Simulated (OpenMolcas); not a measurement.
An atom or ion with 7 electrons was computed by SS-CASPT2, IPEA 0.25 Eh, imaginary shift 0.1 Eh with spin-orbit coupling (OpenMolcas, ANO-RCC-VTZP, DKH2). The lowest levels that the run gave, each within 12 % of the measured value where one is at hand:

| J | Parity | E (cm-1) | g |
| --- | --- | --- | --- |
| 3/2 | odd | 0.0 | 2.002 |
| 3/2 | odd | 35100 | 0.800 |
| 5/2 | odd | 35110 | 1.200 |
| 3/2 | odd | 52450 | 1.334 |
| 1/2 | odd | 52450 | 0.666 |
| 5/2 | even | 152780 | 1.601 |
| 3/2 | even | 153100 | 1.735 |
| 1/2 | even | 153280 | 2.671 |
| 3/2 | even | 213030 | 0.800 |
| 5/2 | even | 213030 | 1.200 |
| 1/2 | even | 252140 | 2.002 |
| 3/2 | even | 273030 | 1.334 |

Question: Which ion is it, and what are the configurations and terms?

Answer: F2+ (Z = 9, charge +2; active space 5 electrons in 4 orbitals (2s 2p)). J, parity and g give the terms where levels are pure, and mixed ones are named by the computed weights; the size of the splittings, set against known spectra of the 7-electron sequence, gives the charge. In order, with the measured energies in cm-1 (Moore, Atomic Energy Levels, vol. I, NSRDS-NBS 35 (1971 reprint of NBS Circular 467, 1949)): 2s2 2p3 4S* 3/2, 2s2 2p3 2D* 3/2, 2s2 2p3 2D* 5/2, 2s2 2p3 2P* 3/2, 2s2 2p3 2P* 1/2, 2s 2p4 4P 5/2 (151898), 2s 2p4 4P 3/2 (152235), 2s 2p4 4P 1/2 (152410), 2s 2p4 2D 3/2 (210256), 2s 2p4 2D 5/2 (210240), 2s 2p4 2S 1/2 (248260), 2s 2p4 2P 3/2 (266559).

CASPT2 breaks the degeneracy within a term, and the mean is taken; among the terms shown or strongly mixed into the levels shown the widest spread is 130 cm-1 (2s 2p4 2D). Terms from blocks run as CI alone lack orbitals of their own. Measured partners are found by configuration, term and J. A level has none where our copy of the source lacks it or the pairing is in doubt (some pairs that miss far off the trend of their configuration count as doubtful), and it then counts in no deviation. Only configurations of the active space appear.

* marks odd parity.
